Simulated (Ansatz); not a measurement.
Frontier orbitals of `CB(O)[NH][GaH2]`.

The species carries charge 0 and has multiplicity 1. Correlated methods include outer-core shells of Ga, which these sets cover unevenly. Scalar relativity is left out up to krypton. The structure was optimised at the PBE0-D4/def2-TZVP level. It is one conformer, not always the lowest. Basis def2-TZVPP, Ansatz 0.2.0.

```json
{"functional": "PBE", "HOMO (eV)": "-5.86", "LUMO (eV)": "-1.05", "gap (eV)": "4.81"}
{"functional": "revPBE", "HOMO (eV)": "-5.81", "LUMO (eV)": "-0.95", "gap (eV)": "4.86"}
{"functional": "PBE0", "HOMO (eV)": "-7.15", "LUMO (eV)": "-0.22", "gap (eV)": "6.93"}
{"functional": "HSE06 (plane-wave form)", "HOMO (eV)": "-6.75", "LUMO (eV)": "-0.59", "gap (eV)": "6.16"}
{"functional": "CAM-B3LYP", "HOMO (eV)": "-8.53", "LUMO (eV)": "0.62", "gap (eV)": "9.15"}
{"functional": "ωB97M-V", "HOMO (eV)": "-9.43", "LUMO (eV)": "1.31", "gap (eV)": "10.74"}
```

A quarter of exact exchange (PBE0) shifts PBE's HOMO by −1.29 eV and its LUMO by +0.83 eV; full exchange at long range (ωB97M-V) shifts them by −3.57 and +2.37 eV. The gap opens from 4.81 to 10.74 eV, since occupied levels lose self-interaction and empty ones feel all the electrons. A positive LUMO is unbound and depends on the basis.
